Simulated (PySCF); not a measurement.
# Basis-set dependence of population analyses: CF3CH2CO2H

Compound: CF3CH2CO2H, C3H3F3O2.
Atom-mapped SMILES: `[O:1]=[C:2]([OH:3])[CH2:4][C:5]([F:6])([F:7])[F:8]` (hydrogens: H9 on O3; H10, H11 on C4)

PBE0 throughout (PySCF), one geometry, spherical d and f functions. Isolated species at its PBE0-D3(BJ)/def2-SVP geometry (one conformer only). Atoms taken as equivalent share a column and are averaged. The first 7 of 8 kinds of atom are listed.

Mulliken charges (e):

```csv
basis,functions,O1,C2,O3,C4,C5,F6/F7/F8,H9
STO-3G,43,-0.237,+0.240,-0.254,-0.209,+0.345,-0.114,+0.238
pcSseg-0,78,-0.459,+0.647,-0.583,-0.632,+0.985,-0.323,+0.393
6-31G,78,-0.381,+0.490,-0.537,-0.465,+0.798,-0.270,+0.409
6-31G*,118,-0.425,+0.581,-0.581,-0.566,+0.952,-0.295,+0.441
cc-pVDZ,127,-0.235,+0.157,-0.166,-0.086,+0.468,-0.163,+0.166
def2-SVP,127,-0.222,+0.145,-0.191,-0.100,+0.506,-0.177,+0.198
pcSseg-1,151,-0.383,+0.414,-0.344,-0.290,+0.774,-0.260,+0.247
aug-cc-pVDZ,211,-0.543,+0.747,-0.463,+0.029,+1.595,-0.473,+0.168
"6-311+G(2d,p)",234,-0.429,+0.451,-0.366,-0.390,+0.881,-0.290,+0.313
def2-TZVP,266,-0.295,+0.241,-0.346,-0.211,+0.428,-0.152,+0.337
cc-pVTZ,282,-0.286,+0.256,-0.233,-0.245,+0.473,-0.151,+0.226
IGLO-III,310,-0.444,+0.518,-0.376,-0.278,+0.487,-0.184,+0.305
pcSseg-2,330,-0.391,+0.378,-0.314,-0.025,+0.679,-0.236,+0.230
```

IAO charges (e):

| basis | functions | O1 | C2 | O3 | C4 | C5 | F6/F7/F8 | H9 |
| --- | --- | --- | --- | --- | --- | --- | --- | --- |
| STO-3G | 43 | -0.247 | +0.273 | -0.290 | -0.366 | +0.455 | -0.142 | +0.278 |
| pcSseg-0 | 78 | -0.409 | +0.479 | -0.438 | -0.386 | +0.752 | -0.256 | +0.367 |
| 6-31G | 78 | -0.413 | +0.480 | -0.450 | -0.369 | +0.748 | -0.258 | +0.375 |
| 6-31G* | 118 | -0.443 | +0.537 | -0.468 | -0.369 | +0.822 | -0.276 | +0.374 |
| cc-pVDZ | 127 | -0.437 | +0.533 | -0.467 | -0.372 | +0.817 | -0.275 | +0.376 |
| def2-SVP | 127 | -0.436 | +0.530 | -0.464 | -0.367 | +0.817 | -0.276 | +0.375 |
| pcSseg-1 | 151 | -0.446 | +0.538 | -0.471 | -0.366 | +0.819 | -0.278 | +0.378 |
| aug-cc-pVDZ | 211 | -0.453 | +0.547 | -0.482 | -0.371 | +0.827 | -0.281 | +0.386 |
| 6-311+G(2d,p) | 234 | -0.455 | +0.548 | -0.482 | -0.373 | +0.827 | -0.281 | +0.387 |
| def2-TZVP | 266 | -0.455 | +0.552 | -0.482 | -0.376 | +0.837 | -0.283 | +0.385 |
| cc-pVTZ | 282 | -0.453 | +0.550 | -0.481 | -0.377 | +0.836 | -0.282 | +0.385 |
| IGLO-III | 310 | -0.455 | +0.550 | -0.483 | -0.375 | +0.832 | -0.282 | +0.388 |
| pcSseg-2 | 330 | -0.455 | +0.551 | -0.483 | -0.377 | +0.836 | -0.283 | +0.387 |

Problem. Which scheme is steadiest as the basis changes?

Solution. Largest range over the bases for any column: IAO 0.38 e, Mulliken 1.25 e. IAO charges move least and Mulliken charges most, counted in e. Without the minimal STO-3G basis the ranges are IAO 0.09, Mulliken 1.17 e.

Problem. How much do the charges still move between the two largest bases, IGLO-III and pcSseg-2?

Solution. At most, over all atoms: Mulliken 0.253 e, IAO 0.005 e.

Problem. What do the same runs give for the total energy, the frontier levels and the dipole moment?

Solution. 
| basis | energy (Eh) | HOMO (eV) | LUMO (eV) | μ (D) |
| --- | --- | --- | --- | --- |
| STO-3G | -557.7337 | -4.69 | 3.38 | 1.11 |
| pcSseg-0 | -564.2190 | -8.87 | -0.58 | 1.82 |
| 6-31G | -565.3781 | -8.70 | -0.52 | 1.90 |
| 6-31G* | -565.5465 | -8.31 | 0.01 | 1.58 |
| cc-pVDZ | -565.5966 | -8.32 | -0.04 | 1.64 |
| def2-SVP | -565.1372 | -8.51 | -0.19 | 1.69 |
| pcSseg-1 | -565.5173 | -8.70 | -0.40 | 1.71 |
| aug-cc-pVDZ | -565.6435 | -8.71 | -0.59 | 1.71 |
| 6-311+G(2d,p) | -565.7473 | -8.76 | -0.59 | 1.75 |
| def2-TZVP | -565.8047 | -8.68 | -0.42 | 1.71 |
| cc-pVTZ | -565.7764 | -8.60 | -0.32 | 1.67 |
| IGLO-III | -565.8120 | -8.73 | -0.53 | 1.72 |
| pcSseg-2 | -565.8009 | -8.75 | -0.53 | 1.74 |

The dipole is fixed by the density alone, so its range of 0.79 D shows that the density itself changes with the basis, not only its division among atoms.
